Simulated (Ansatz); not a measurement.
## Ligand exchange: LiBr + C3H6S → LiSH + C3H5Br

Species: LiBr, singlet; C3H6S (allyl mercaptan) `C=CCS`, singlet; LiSH `[Li][SH]`, singlet; C3H5Br (allyl bromide) `C=CCBr`, singlet. The partners trade Br for SH: Li–Br and C–SH bonds give way to Li–SH and C–Br.

Shapes, held fixed at every level: PBE0-D4/def2-TZVP. Flexible molecules stand in one conformer, not always the lowest. Programs: Ansatz 0.2.0. The zero-point and thermal change to 298 K, harmonic and unscaled (PBE0-D4/def2-TZVP), is -3.7 kJ/mol.

```csv
level,kind,ΔH(298 K) (kJ/mol),less CCSD(T)/def2-TZVPP
HF/def2-SVP,Hartree–Fock,+109.3,+19.9
B3LYP-D4/def2-TZVPP,global hybrid,+91.7,+2.3
wB97M-V/def2-TZVPP,range-separated hybrid,+94.8,+5.4
wB97X-V/def2-TZVPP,range-separated hybrid,+96.1,+6.7
MP2/def2-TZVPP,perturbation theory,+90.5,+1.1
CCSD(T)/def2-SVP,coupled cluster or CI,+110.3,+20.9
CCSD/def2-TZVPP,coupled cluster or CI,+91.6,+2.2
CCSD(T)/def2-TZVPP,coupled cluster or CI,+89.4,0.0
```

The highest level, CCSD(T)/def2-TZVPP, gives ΔH(298 K) = +89.4 kJ/mol; the levels span +89.4 to +110.3. The column of differences is taken from that level and isn't an error. No measured value is set beside it here. Relativity is left out for Br unless named. Correlated rows may include outer-core shells of Br, Li, which these sets cover unevenly.
